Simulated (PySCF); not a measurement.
# Ce(SH)3: from a saddle point downhill

PySCF 2.14.0, RKS BP86, Ce lcecp-1-SVP with ECP47, S def2-SVP, H def2-SVP; non-relativistic Hamiltonian with scalar-relativistic core potentials where named; density fitting; no spin-orbit coupling. Relaxed within the symmetry of its start, the geometry (C3v) is

```xyz
7

Ce    0.0000    0.0000   -0.4472
S     2.4908    0.0000    0.5924
H     2.1016    0.0000    1.9005
S    -1.2454    2.1571    0.5924
H    -1.0508    1.8200    1.9005
S    -1.2454   -2.1571    0.5924
H    -1.0508   -1.8200    1.9005
```

and its lowest harmonic modes are -270, -152, -152, 77, 79, 79 cm⁻¹ (negative: unstable). It was moved along the lowest mode and relaxed again, within the group C3 that the move left.

(1) Where does it end, and how much lower?

(2) How do the contacts change?

(3) Is the end a minimum?

An lcecp potential fixes the number of 4f electrons, so in runs with it no electron can move into or out of that shell.

State: singlet in the valence, with the 4f electrons in the core potential.

Answers

(1) In C3, 0.325 eV lower, after 25 steps:
```xyz
7

Ce    0.0000    0.0000    0.5957
S     2.6399    0.4051    1.0049
H     2.9219   -0.9263    1.1404
S    -1.6707    2.0837    1.0049
H    -0.6588    2.9935    1.1404
S    -0.9691   -2.4887    1.0049
H    -2.2631   -2.0673    1.1404
```

(2) 
```json
{"contact": "Ce1–S2 (SH)", "saddle (Å)": "2.699", "end (Å)": "2.702"}
{"contact": "Ce1–S4 (SH)", "saddle (Å)": "2.699", "end (Å)": "2.702"}
{"contact": "Ce1–S6 (SH)", "saddle (Å)": "2.699", "end (Å)": "2.702"}
```


(3) Yes, as far as the noise of the softest modes lets one tell (those above −25 cm⁻¹ count as noise); lowest modes 21, 63, 63, 180, 208, 208 cm⁻¹.
